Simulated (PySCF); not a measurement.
## Does the structure fit the spectrum?

A compound C$_{7}$H$_{7}$O$_{2}$P gives the data below (simulated from a calculation) and was assigned the structure `C=Cc1pcoc1C(C)=O`.

¹³C{¹H} NMR (computed): δ 173.4 (C), 167.5 (CH), 166.3 (C), 142.2 (CH), 141.3 (CH), 134.2 (CH), 53.5 (CH3).

¹H NMR (400 MHz, computed): δ 9.29 (m, 1H), 9.03 (m, 1H), 8.21 (m, 1H), 7.93 (m, 1H), 4.14 (s, 3H).

Calculated, not measured (PySCF 2.14): NMR shieldings at PBE0/pcSseg-1/GIAO, GFN2-xTB geometry. Averaged over atoms made equivalent by symmetry, fast rotation or ring inversion, single conformer, non-relativistic Hamiltonian, gas phase.

Chemical shifts δ = σref − σ; ¹H and ¹³C vs TMS, all at this level.

**Question.** Compare with the shifts computed for the proposed structure, pairing carbons in order of shift.

**Answer.** Structure with atom numbers: `[CH2:1]=[CH:2][c:3]1[p:4][cH:5][o:6][c:7]1[C:8]([CH3:9])=[O:10]`; H(Xn) means a hydrogen on atom n.

| atom | computed for proposal | given list | difference |
| --- | --- | --- | --- |
| C8 | 192.5 | 173.4 | +19.1 |
| C5 | 191.1 | 167.5 | +23.6 |
| C3 | 162.8 | 166.3 | -3.5 |
| C7 | 157.3 | 142.2 | +15.1 |
| C2 | 139.3 | 141.3 | -2.0 |
| C1 | 130.4 | 134.2 | -3.8 |
| C9 | 31.8 | 53.5 | -21.7 |

The rms difference is 15.4 ppm and the largest +23.6 ppm at C5 (aromatic CH next to the ring oxygen). The carbon types in order of shift don't match either: C, CH, C, C, CH, CH2, CH3 for the proposal against C, CH, C, CH, CH, CH, CH3 in the data. The proposal doesn't fit.

**Question.** Which isomer fits?

**Answer.** SMILES COC(=O)c1ccccp1.

1. δC 173.4: ester carbonyl carbon; it is a carbonyl in resonance with an O or N lone pair, the region of acids, esters and amides.
2. δC 167.5, 142.2, 141.3, 134.2: aromatic CH.
3. δC 166.3: substituted aromatic carbon.
4. δH 9.29, 9.03, 8.21, 7.93: hydrogen on an aromatic CH.

Other isomers checked: C=Cc1oc(C=O)c(C)p1 (rms 20.0 ppm).

The shifts were computed for this structure.

Splittings by ³¹P in the carbon and heteronuclear signals aren't shown, as no couplings were computed. Shifts are as computed. Against solution values, carbons near 30 ppm lie about +3 ppm off and those near 130 ppm about +5 ppm. Of 1211 compounds with measured shifts, 218 miss one by over three times the rms of a fit or turn the order of signals round; such compounds aren't used in these exercises. Multiplicities follow the n + 1 count of equivalent neighbours, as no J values were calculated; m marks all less simple cases, F and P coupling included.
